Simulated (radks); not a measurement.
Results of a calculation; reference values are marked as such.
Q: Excited configurations of Kr IV: one electron is placed in a higher orbital outside [Ar] 3d10 4s2 4p2. The ground configuration is [Ar] 3d10 4s2 4p3. Level of theory: scalar-relativistic Kohn-Sham, PBEsol, spin-polarised, spherical densities, point nucleus; open shells are filled with parallel spins first (a radial shooting solver on a logarithmic mesh with Libxc functionals). Excitation = E - E(ground); binding = E(ion) - E, where the ion is the core of charge +4; n* = 4/sqrt(2 binding) in atomic units, and the quantum defect is n - n*.

| outer orbital | excitation (eV) | binding (eV) | n* | quantum defect | eigenvalue (eV) | <r> (bohr) |
|---|---|---|---|---|---|---|
| 4d | 21.719 | 29.394 | 2.721 | 1.279 | -24.623 | 2.223 |
| 5s | 24.914 | 26.198 | 2.883 | 2.117 | -23.307 | 3.223 |
| 7s | 41.748 | 9.364 | 4.821 | 2.179 | -8.448 | 8.964 |
| 7p | 42.758 | 8.354 | 5.105 | 1.895 | -7.515 | 9.837 |
| 7d | 44.384 | 6.728 | 5.688 | 1.312 | -6.024 | 11.80 |
| 7f | 46.016 | 5.096 | 6.536 | 0.464 | -4.563 | 14.98 |

Estimate the row for 6p.

A: excitation (eV) 38.422; binding (eV) 12.690; n* 4.142; quantum defect 1.858; eigenvalue (eV) -11.319; <r> (bohr) 6.410. The Delta-SCF ionisation energy is 51.112 eV (NIST Atomic Spectra Database: 50.9 eV, measured). Self-interaction in the functional shifts the binding energies and quantum defects, so they are the method's values and not measured ones. Open shells are spherical and high-spin; term and fine-structure splittings are not resolved.
